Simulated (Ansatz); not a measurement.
Gas-phase electronic energies from Ansatz, PBE0-D4/def2-TZVP geometries. CCSD(T)/CBS is the MP2 limit (def2-TZVPP, def2-QZVPP) plus CCSD(T) − MP2 in def2-TZVPP, frozen cores. This one scheme is used for every species. For Ga outer-core shells are correlated without core-valence functions, which leaves a few kJ/mol of doubt a bond. Scalar relativity is left out up to krypton. Each species was taken in one conformer, which may not be the lowest.

Reaction (ligand exchange at a Ga–N bond): `[NH2][Ga]([NH2])[Cl]` + H–F → `[NH2][Ga]([F])[Cl]` + NH₃

| level | ΔE (eV) |
| --- | --- |
| MP2/def2-SVP | -0.62 |
| CCSD(T)/def2-TZVPP | -0.47 |

Question: What does CCSD(T)/CBS give? (Estimate.)

Answer: Ansatz gave: -0.40 eV. The listed levels differ from it by -0.22, -0.07 eV.

Largest T1 diagnostic among the species: 0.013.

From PBE to PBE0 (25 % exact exchange), in def2-TZVPP and without D4, ΔE moves by +0.03 eV. At CCSD(T), def2-SVP lies −0.24 eV from the extrapolated value and def2-TZVPP −0.07 eV. Leaving LDA and LC-ωPBE aside and taking each functional with its dispersion term where it has one, the values, not all of them listed here, spread over 0.16 eV, from B97M-V to HSE06-D4. LDA lies +0.13 eV from PBE without D4.
